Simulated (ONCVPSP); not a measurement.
## Be (Z = 4) ONCV: all-electron and pseudo phase curves

- Element: Be (Z = 4)
- Generator: ONCVPSP 4.0.1
- Type: optimised norm-conserving Vanderbilt (ONCV)
- Functional: PBE
- Relativity: fully relativistic
- Frozen core: [He]
- Valence charge: 2
- Reference configuration: 2s2
- Partial waves: 2s: rc 1.50 bohr, ncon 4, nbas 8, qcut 5.5 1/bohr, local; p scattering state at 0.18 Ha: rc 1.50 bohr, ncon 4, nbas 8, qcut 5 1/bohr, 2 projectors, debl 2 Ha; d scattering state at 0.1 Ha: rc 1.60 bohr, ncon 4, nbas 7, qcut 6.4 1/bohr, 2 projectors, debl 1.3 Ha
- Local potential: the s channel
- Core correction: Teter function, fcfact 4.75, rcfact 1.3

Open shells are filled in proportion to 2j + 1.

The phase is arctan(r·R′/R) of the radial function R(r), unwrapped; energies in Ha, scanned from -2 to 5 Ha. A pole is an energy at which the radial function vanishes at the test radius. The pseudo phase is shifted by a multiple of π to meet the all-electron one at the reference energy, and phase errors are pseudo minus all-electron; the curves can meet again beyond the range given. Levels narrower than the energy grid can be missing from the lists of poles.

```
channel  radius (bohr)  reference energy (Ha)  poles, all-electron  poles, pseudo  unbroken range about the reference energy with phases within 0.05 rad  phase error 1 Ha above the reference energy (rad)
      s           1.53                  -0.21                 3.03           2.62                                                              below 2.8                                             -0.013
   p3/2           1.53                   0.18                 2.02           2.02                                                              below 4.5                                             +0.000
   p1/2           1.53                   0.18                 2.01           2.01                                                              below 4.5                                             +0.000
   d5/2           1.62                   0.10                 4.74           4.74                                                        the whole range                                             +0.000
   d3/2           1.62                   0.10                 4.74           4.74                                                        the whole range                                             +0.000
```

Phases in the d3/2 channel:

| E (Ha) | all-electron | pseudo |
| --- | --- | --- |
| -1.98 | 1.223 | 1.223 |
| -1.80 | 1.208 | 1.209 |
| -1.62 | 1.193 | 1.193 |
| -1.44 | 1.175 | 1.175 |
| -1.26 | 1.155 | 1.155 |
| -1.08 | 1.132 | 1.132 |
| -0.90 | 1.105 | 1.105 |
| -0.72 | 1.075 | 1.075 |
| -0.54 | 1.040 | 1.040 |
| -0.36 | 0.998 | 0.998 |
| -0.18 | 0.947 | 0.947 |
| 0.00 | 0.886 | 0.886 |
| 0.18 | 0.811 | 0.811 |
| 0.36 | 0.717 | 0.717 |
| 0.54 | 0.599 | 0.599 |
| 0.72 | 0.449 | 0.449 |
| 0.90 | 0.265 | 0.265 |
| 1.08 | 0.046 | 0.046 |
| 1.26 | -0.191 | -0.191 |
| 1.44 | -0.422 | -0.422 |
| 1.62 | -0.628 | -0.628 |
| 1.80 | -0.798 | -0.798 |
| 1.98 | -0.934 | -0.934 |
| 2.16 | -1.042 | -1.042 |
| 2.34 | -1.129 | -1.129 |
| 2.52 | -1.199 | -1.199 |
| 2.70 | -1.257 | -1.257 |
| 2.88 | -1.305 | -1.305 |
| 3.06 | -1.346 | -1.346 |
| 3.24 | -1.381 | -1.381 |
| 3.42 | -1.413 | -1.413 |
| 3.60 | -1.440 | -1.440 |
| 3.78 | -1.465 | -1.465 |
| 3.96 | -1.488 | -1.488 |
| 4.14 | -1.509 | -1.509 |
| 4.32 | -1.528 | -1.528 |
| 4.50 | -1.547 | -1.547 |
| 4.68 | -1.565 | -1.565 |
| 4.86 | -1.583 | -1.583 |
